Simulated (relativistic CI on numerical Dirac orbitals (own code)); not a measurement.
## Hg XXXVII: computed level list

Computed by Dirac-Coulomb-Breit CI, orbitals from a KLI potential per configuration, QED by a radiative potential, unscaled Slater integrals (own radial code, finite nucleus).

CI space (outside the closed core [Ar] 3d10): 4s2 4p6 4d8, 4s2 4p6 4d7 4f, 4s2 4p5 4d9, 4s 4p6 4d9, 4s2 4p5 4d8 4f, 4s 4p6 4d8 4f, 4s2 4p6 4d7 5s, 4s2 4p6 4d6 4f 5s, 4s2 4p6 4d7 5p, 4s2 4p5 4d8 5s, 4s2 4p6 4d7 5f, 4s2 4p6 4d6 5s 5p, 4p6 4d9 4f, 4s 4p6 4d7 4f 5s, 4s2 4p5 4d8 5d, 4s2 4p6 4d7 6p, 4s 4p6 4d8 5p, 4s2 4p6 4d7 6f, 4p6 4d9 5p, 4s2 4p5 4d8 5g, 4s2 4p5 4d8 6s, 4s2 4p6 4d7 7p, 4p6 4d8 4f 5s, 4p6 4d10, 4p5 4d10 4f, 4p6 4d9 5s, 4p5 4d10 5s, 4p5 4d9 4f 5s. Double excitations out of closed p, d and f shells are left out; levels of such configurations are missing from the list, as are those of other unlisted configurations, and high levels can miss mixing partners. These lack a partner that the ground configuration has and come out too high: 4s2 4p5 4d8 5d, 4s2 4p5 4d8 5g, 4s2 4p5 4d8 6s.

The lowest level is 4s2 4p6 4d8 3F_4, with 87 % of that term; Hund's rules for 4s2 4p6 4d8 give 3F with J = 4, in agreement.

```csv
No.,Configuration,Term,J,E (cm⁻¹),%,Next component (%),Lifetime (s),jj configuration (%)
1,4s2 4p6 4d8,3F,4,0,87,12 1G,,4d5/2^4 (98)
2,4s2 4p6 4d8,1D,2,33580,49,41 3P,3.64e+01,4d5/2^4 (99)
3,4s2 4p6 4d8,3P,0,109257,55,44 1S,1.37e-01,4d5/2^4 (97)
4,4s2 4p6 4d8,3F,3,200245,99,1 4s2 4p5 4d8 4f 3F,5.17e-06,4d3/2^3 4d5/2^5 (99)
5,4s2 4p6 4d8,3P,2,234935,51,32 3F,9.06e-06,4d3/2^3 4d5/2^5 (98)
6,4s2 4p6 4d8,3P,1,251634,99,1 4s2 4p5 4d8 4f 3P,8.07e-06,4d3/2^3 4d5/2^5 (99)
7,4s2 4p6 4d8,1G,4,255113,87,12 3F,1.64e-05,4d3/2^3 4d5/2^5 (98)
8,4s2 4p6 4d8,3F,2,427787,57,35 1D,3.15e-06,4d3/2^2 4d5/2^6 (98)
9,4s2 4p6 4d8,1S,0,524358,55,44 3P,2.06e-06,4d3/2^2 4d5/2^6 (97)
10,4s2 4p5 4d9,1D°,2,1738805,41,28 3P°,1.94e-11,4p3/2^3 4d5/2^5 (76)
11,4s2 4p5 4d9,3F°,4,1740683,85,12 4s2 4p6 4d7 4f 3F°,3.81e-11,4p3/2^3 4d5/2^5 (85)
12,4s2 4p5 4d9,3D°,3,1747969,44,26 4s2 4p6 4d7 4f 3D°,1.76e-11,4p3/2^3 4d5/2^5 (53)
13,4s2 4p6 4d7 4f,3G°,4,1783842,28,20 5G°,2.78e-10,4d5/2^3 4f5/2 (92)
14,4s2 4p6 4d7 4f,5G°,5,1786945,38,22 3G°,3.56e-09,4d5/2^3 4f5/2 (83)
15,4s2 4p6 4d7 4f,5P°,2,1806127,25,25 3P°,9.52e-10,4d5/2^3 4f5/2 (91)
16,4s2 4p6 4d7 4f,5G°,6,1807952,36,24 5H°,6.04e-05,4d5/2^3 4f5/2 (70)
17,4s2 4p6 4d7 4f,3D°,1,1811228,38,14 4s2 4p5 4d9 1P°,5.87e-11,4d5/2^3 4f5/2 (68)
18,4s2 4p6 4d7 4f,3F°,2,1817483,45,19 3D°,1.44e-10,4d5/2^3 4f5/2 (87)
19,4s2 4p6 4d7 4f,3F°,3,1821015,24,16 5F°,3.99e-11,4d5/2^3 4f5/2 (60)
20,4s2 4p6 4d7 4f,3I°,7,1822021,29,21 5I°,4.06e-02,4d5/2^3 4f5/2 (91)
21,4s2 4p6 4d7 4f,3G°,4,1834162,29,20 1G°,3.57e-10,4d5/2^3 4f5/2 (86)
22,4s2 4p6 4d7 4f,3F°,3,1843538,37,20 3G°,5.43e-10,4d5/2^3 4f5/2 (83)
23,4s2 4p6 4d7 4f,3H°,6,1851827,42,19 5G°,1.89e-05,4d5/2^3 4f7/2 (70)
24,4s2 4p6 4d7 4f,5I°,8,1856988,59,35 3K°,1.69e-03,4d5/2^3 4f7/2 (98)
25,4s2 4p6 4d7 4f,3P°,0,1865316,51,42 5D°,7.95e-09,4d5/2^3 4f5/2 (94)
26,4s2 4p6 4d7 4f,3D°,1,1868384,32,21 4s2 4p5 4d9 3P°,1.62e-11,4p3/2^3 4d5/2^5 (42)
27,4s2 4p6 4d7 4f,3D°,2,1869788,36,19 1D°,4.37e-10,4d5/2^3 4f7/2 (91)
28,4s2 4p6 4d7 4f,5H°,7,1872697,42,38 3I°,3.65e-04,4d5/2^3 4f7/2 (89)
29,4s2 4p6 4d7 4f,3G°,5,1877024,35,18 5F°,1.48e-08,4d5/2^3 4f7/2 (59)
30,4s2 4p6 4d7 4f,3F°,3,1882603,31,14 1F°,6.72e-11,4d5/2^3 4f5/2 (77)
31,4s2 4p6 4d7 4f,3G°,4,1893946,29,28 3F°,7.88e-10,4d5/2^3 4f5/2 (51)
32,4s2 4p6 4d7 4f,3P°,1,1897257,36,29 5D°,4.96e-11,4d5/2^3 4f5/2 (68)
33,4s2 4p6 4d7 4f,3D°,2,1898476,31,21 5D°,6.10e-11,4d5/2^3 4f5/2 (67)
34,4s2 4p6 4d7 4f,3D°,3,1909012,18,18 3F°,1.23e-11,4d5/2^3 4f7/2 (47)
35,4s2 4p6 4d7 4f,3H°,5,1911655,31,28 3G°,2.08e-09,4d5/2^3 4f5/2 (57)
36,4s2 4p6 4d7 4f,3F°,4,1925943,24,21 1G°,1.42e-10,4d5/2^3 4f7/2 (59)
37,4s2 4p6 4d7 4f,3H°,6,1937215,45,32 5G°,1.64e-04,4d5/2^3 4f7/2 (93)
38,4s2 4p5 4d9,3D°,2,1938418,32,19 4s2 4p6 4d7 4f 3D°,2.17e-11,4p3/2^3 4d3/2^3 4d5/2^6 (57)
39,4s2 4p6 4d7 4f,3F°,4,1940149,28,21 5F°,1.19e-11,4d5/2^3 4f7/2 (55)
40,4s2 4p6 4d7 4f,5H°,5,1941694,25,22 3H°,1.09e-11,4d5/2^3 4f7/2 (45)
41,4s2 4p6 4d7 4f,5D°,1,1954548,24,23 3D°,1.49e-11,4d5/2^3 4f7/2 (54)
42,4s2 4p6 4d7 4f,3F°,4,1955991,28,21 5D°,1.02e-10,4d5/2^3 4f7/2 (78)
43,4s2 4p6 4d7 4f,3F°,2,1961466,25,17 1D°,2.15e-11,4d5/2^3 4f7/2 (52)
44,4s2 4p5 4d9,3D°,1,1964368,24,24 3P°,1.89e-11,4p3/2^3 4d3/2^3 4d5/2^6 (52)
45,4s2 4p6 4d7 4f,5G°,3,1964462,49,19 3G°,5.20e-10,4d3/2^3 4d5/2^4 4f5/2 (90)
46,4s2 4p6 4d7 4f,3D°,2,1965591,29,25 3P°,3.52e-11,4d5/2^3 4f7/2 (68)
47,4s2 4p5 4d9,3P°,0,1971235,57,27 4s2 4p6 4d7 4f 3P°,2.62e-11,4p3/2^3 4d3/2^3 4d5/2^6 (57)
48,4s2 4p6 4d7 4f,3G°,3,1973666,27,17 5H°,1.93e-11,4d5/2^3 4f7/2 (47)
49,4s2 4p6 4d7 4f,5G°,4,1983040,42,19 3F°,1.96e-09,4d3/2^3 4d5/2^4 4f5/2 (83)
50,4s2 4p6 4d7 4f,3G°,5,1984589,38,23 5F°,1.24e-09,4d5/2^3 4f7/2 (87)
51,4s2 4p6 4d7 4f,1F°,3,1986902,16,16 3D°,2.03e-11,4d5/2^3 4f7/2 (44)
52,4s2 4p6 4d7 4f,5F°,2,1987804,29,23 3D°,1.38e-10,4d3/2^3 4d5/2^4 4f5/2 (84)
53,4s2 4p6 4d7 4f,3F°,3,1999592,18,18 3D°,2.96e-11,4d5/2^3 4f7/2 (31)
54,4s2 4p6 4d7 4f,5D°,2,2012350,25,19 3F°,2.08e-09,4d3/2^3 4d5/2^4 4f5/2 (91)
55,4s2 4p6 4d7 4f,5H°,5,2014082,22,21 3H°,3.08e-10,4d3/2^3 4d5/2^4 4f5/2 (79)
56,4s2 4p6 4d7 4f,3H°,6,2014273,32,25 5I°,5.60e-06,4d3/2^3 4d5/2^4 4f5/2 (80)
57,4s2 4p6 4d7 4f,5D°,1,2014782,27,23 3D°,3.67e-11,4d3/2^3 4d5/2^4 4f5/2 (67)
58,4s2 4p6 4d7 4f,3H°,4,2017315,55,17 3G°,3.06e-08,4d3/2^3 4d5/2^4 4f5/2 (94)
59,4s2 4p6 4d7 4f,1D°,2,2018667,20,20 5S°,6.37e-11,4d3/2^3 4d5/2^4 4f5/2 (84)
60,4s2 4p6 4d7 4f,3G°,3,2022501,31,23 5F°,1.13e-10,4d3/2^3 4d5/2^4 4f5/2 (74)
61,4s2 4p6 4d7 4f,5D°,0,2022620,47,23 3P°,2.48e-11,4d3/2^3 4d5/2^4 4f5/2 (63)
62,4s2 4p6 4d7 4f,3L°,7,2028883,35,22 5I°,1.07e-05,4d3/2^3 4d5/2^4 4f5/2 (94)
63,4s2 4p6 4d7 4f,3K°,6,2031249,30,23 3I°,1.05e-05,4d3/2^3 4d5/2^4 4f5/2 (90)
64,4s2 4p6 4d7 4f,3P°,1,2033362,24,23 3D°,4.37e-11,4d3/2^3 4d5/2^4 4f5/2 (62)
65,4s2 4p6 4d7 4f,3F°,3,2034418,21,19 3G°,1.63e-10,4d3/2^3 4d5/2^4 4f5/2 (80)
66,4s2 4p6 4d7 4f,5G°,6,2034795,29,24 5H°,7.47e-06,4d3/2^3 4d5/2^4 4f7/2 (76)
67,4s2 4p6 4d7 4f,3G°,5,2035414,30,27 3H°,9.38e-11,4d3/2^3 4d5/2^4 4f5/2 (85)
68,4s2 4p6 4d7 4f,3L°,8,2038574,60,33 1L°,8.24e-05,4d3/2^3 4d5/2^4 4f5/2 (95)
69,4s2 4p6 4d7 4f,3D°,1,2045474,30,24 5D°,1.52e-11,4d3/2^3 4d5/2^4 4f5/2 (58)
70,4s2 4p6 4d7 4f,3G°,3,2048599,32,20 3D°,3.53e-11,4d3/2^3 4d5/2^4 4f5/2 (62)
```

Energies count from the lowest computed level; ° marks odd parity; lifetimes are radiative, by E1, M1, E2, M2, E3 decay to levels of this space only. Filled j subshells are mostly left out of the jj labels.

The mean weight of the leading LS term, summed over parents, in these 70 levels is 39 %, and that of the leading jj configuration (from the same eigenvectors) 76 %, so jj coupling describes them better and the LS labels are nominal.

At this charge energies of transitions that change n are usually good to better than 1 %, and those within a shell (Δn = 0) to a few per cent. Terms inside the open d or f shell come out 10 to 20 % too wide with unscaled integrals.

LS names give the leading component of a level, which can be under half, so a name can repeat, a term be missing and a line seem to break the LS rules.
